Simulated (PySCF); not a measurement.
Al(Vi)3, SMILES C=[CH][Al]([CH]=C)[CH]=C (GFN2-xTB optimised geometry):

```
16

Al    -0.839     0.033     0.000
C      1.147     0.033     0.000
C      1.852     1.057     0.486
H      1.728    -0.810    -0.385
H      2.935     1.083     0.507
H      1.363     1.932     0.893
C     -1.812    -1.697    -0.004
C     -1.151    -2.837     0.207
H     -2.890    -1.778    -0.167
H     -1.622    -3.813     0.220
H     -0.082    -2.839     0.379
C     -1.883     1.723     0.000
C     -1.387     2.896    -0.398
H     -2.935     1.722     0.303
H     -1.965     3.813    -0.423
H     -0.360     2.991    -0.723
```

Calculation: PBE0/def2-TZVP run with PySCF.

What are the frontier orbital energies and the dipole moment?

HOMO-2 -7.82 eV, HOMO-1 -7.72 eV, HOMO -7.64 eV, LUMO -1.53 eV, LUMO+1 -0.22 eV; dipole moment 0.18 D.

On the same geometry PySCF 2.14.0 with PBE/def2-TZVP gives HOMO-2 -6.72 eV, HOMO-1 -6.45 eV, HOMO -6.36 eV, LUMO -2.37 eV, LUMO+1 -1.23 eV; dipole moment 0.17 D.

Meta-Löwdin charges at PBE0/def2-TZVP: Al1 0.76, C2 -0.38, C3 -0.22, H4 0.12, H5 0.12, H6 0.11, C7 -0.39, C8 -0.21, H9 0.12, H10 0.12, H11 0.11, C12 -0.38, C13 -0.22, H14 0.12, H15 0.12, H16 0.11.
